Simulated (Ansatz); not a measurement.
System: SbF₃ (charge -1, doublet). SMILES of the parent species: [Sb]([F])([F])[F]
Coordinates optimised at B3LYP-D3(BJ)/def2-TZVP (Ansatz, a program for electronic structure):
```xyz
4

Sb     0.2135     0.1516    -0.0056
F     -1.3850    -0.9832     0.0366
F     -1.1137     1.7580     0.0944
F      1.2889    -1.6337    -0.0990
```
Charge -1, spin multiplicity 2.

Give the harmonic wavenumbers at B3LYP-D3(BJ)/def2-TZVP (Ansatz, finite differences of forces, unscaled).

66, 138, 235, 405, 421, 548 cm⁻¹. Zero-point energy 2.6 kcal/mol.

From these and the geometry, give the ideal-gas thermochemistry at 298.15 K and 1 atm (rigid rotor, harmonic oscillator).

Point group C2v, rotational symmetry number 2. Rotational constants 7.953, 3.073, 2.216 GHz. S(trans) 41.45, S(rot) 24.81, S(vib) 11.31, S(elec, spin only) 1.38, S 78.9 cal/(mol K). H(298) - H(0) 4.10 kcal/mol; G - E(el) -16.8 kcal/mol.
